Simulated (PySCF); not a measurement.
Species: C3H9O2SSi (doublet state).
Geometry (GFN2-xTB, Å), atoms numbered from 1 in this order:
```xyz
16
C3H9O2SSi angstrom
C     -2.168   -1.136    0.496
Si    -0.842    0.120    1.021
C     -0.894    1.740    0.018
S      0.988   -0.815    0.101
C      2.544    0.118    0.410
O      1.186   -2.155    0.620
O      0.693   -0.693   -1.319
H     -1.928   -2.123    0.887
H     -2.174   -1.208   -0.591
H     -3.169   -0.875    0.828
H     -0.170    2.473    0.365
H     -0.664    1.507   -1.022
H     -1.872    2.212    0.051
H      2.392    1.130    0.060
H      2.736    0.084    1.475
H      3.334   -0.371   -0.144
```

The hyperfine couplings belong to this conformer and change with its torsions.

The species is `C[Si](C)S(C)(=O)=O` [radical].

Computed, not measured: UKS B3LYP, pcH-1 on C H O S Si, non-relativistic, mean-field spin-orbit, GIAO in PySCF. One conformer (not necessarily the lowest) at the GFN2-xTB geometry, without solvent, vibrations or thermal averaging. Couplings are sensitive to structure, and on GFN2-xTB geometries they can be far from those on DFT ones, by a factor of two or more for some ions and for spin on atoms past the first row. No stability test was run, so a lower SCF solution isn't excluded.

Question: Give the principal g shifts and their parts.

Answer: 
| Δg (ppm) | 1 | 2 | 3 |
| --- | --- | --- | --- |
| relativistic mass correction | -165 | -165 | -165 |
| gauge correction | 43 | 27 | 76 |
| orbital Zeeman/spin–orbit | -687 | 263 | 2270 |
| total | -809 | 125 | 2181 |

So g = 2.00151, 2.00244, 2.00450 and g_iso = 2.00282; the tensor is rhombic: the two nearest values differ by 31 % of g3 − g1. 

Question: At 33.855 GHz, how far is the centre of the isotropic spectrum from where a free electron (g = 2.002319) resonates?

Answer: B = hν/(g μB) with μB/h = 13.99624 MHz/mT gives 1208.03 mT for the free electron and 1207.73 mT at g_iso, 0.30 mT lower.

Question: What effective moment and Curie constant follow for a powder?

Answer: With the mean of g² = 4.0113 and S(S+1) = 0.75: μ_eff = √(⟨g²⟩S(S+1)) = 1.734 μB and χT = 0.12505·⟨g²⟩·S(S+1) = 0.376 cm³ K/mol (cgs; spin-Hamiltonian part alone).

Question: In a frozen sample, at which fields do the three g values resonate at 9.5, 34, 94 and 263 GHz (hyperfine left aside), and which band first spreads them over more than twice a line width of 0.3 mT?

Answer: 
| band | GHz | B(g3) mT | B(g2) mT | B(g1) mT | spread mT |
| --- | --- | --- | --- | --- | --- |
| X | 9.5 | 338.61 | 338.96 | 339.12 | 0.51 |
| Q | 34.0 | 1211.88 | 1213.13 | 1213.70 | 1.81 |
| W | 94.0 | 3350.50 | 3353.94 | 3355.51 | 5.01 |
| J | 263.0 | 9374.28 | 9383.91 | 9388.29 | 14.01 |

The spread grows in proportion to the frequency. Q band is the first where it exceeds 0.6 mT.

The Mulliken spin populations are largest on Si2 (+0.83) and O7 (+0.07). No atom but Si2 exceeds +0.15. The angles at Si2 add up to 313.0°, so it is pyramidal.

The HOMO–LUMO gaps are 5.93 eV among the α and 3.71 eV among the β orbitals.
